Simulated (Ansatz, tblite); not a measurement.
Removing and adding an electron: the cluster Li2Si4. Charge 0, multiplicity 1. Geometry: B3LYP-D4/def2-SVP. Ansatz, gas phase; energy differences of separate SCF runs; the oxidised species was run as a doublet alone; the reduced species was run as a doublet alone.

```xyz
6

Li    0.194    2.219   -0.069
Li   -1.301   -1.251    1.995
Si    1.722   -0.856   -0.777
Si   -1.281   -0.650   -0.370
Si    0.609    0.050    1.030
Si    0.058    0.488   -1.809
```

The xTB rows come from tblite. HOMO above LUMO, or a gap near zero within one spin, warns that the state may not be the lowest or that an electron is smeared out. The structure comes from a short search, and lower isomers may exist.

| level | −HOMO (eV) | vertical IE (eV) | −LUMO (eV) | vertical EA (eV) | HOMO–LUMO gap (eV) | remarks |
| --- | --- | --- | --- | --- | --- | --- |
| GFN2-xTB | 6.08 | 8.35 | 5.04 | – | 1.04 | – |
| PBE-D4/def2-TZVP | 4.20 | 6.45 | 2.57 | – | 1.63 | – |
| PBE-D4/def2-TZVPD | 4.20 | – | 2.58 | 0.91 | 1.63 | HOMO above zero (-1 doublet), gap within one spin near zero (-1 doublet), restricted SCF unstable in HF (singlet) |
| r2SCAN-D4/def2-TZVP | 4.32 | 6.44 | 2.47 | – | 1.85 | restricted SCF unstable in HF (singlet) |
| r2SCAN-D4/def2-TZVPD | 4.31 | – | 2.46 | 0.84 | 1.85 | HOMO above zero (-1 doublet), gap within one spin near zero (-1 doublet), restricted SCF unstable in HF (singlet) |
| PBE0-D4/def2-TZVP | 4.96 | 6.48 | 1.96 | – | 3.00 | restricted SCF unstable in HF (singlet) |
| PBE0-D4/def2-TZVPD | 4.95 | – | 1.96 | 0.81 | 2.99 | HOMO above zero (-1 doublet), restricted SCF unstable in HF (singlet) |

   A HOMO above zero means that the electron is unbound at that level or that self-interaction error raises the level; the energy of removing that electron tells which. Raw xTB energy differences between charge states are shifted by several eV; the methods need an empirical correction for them.
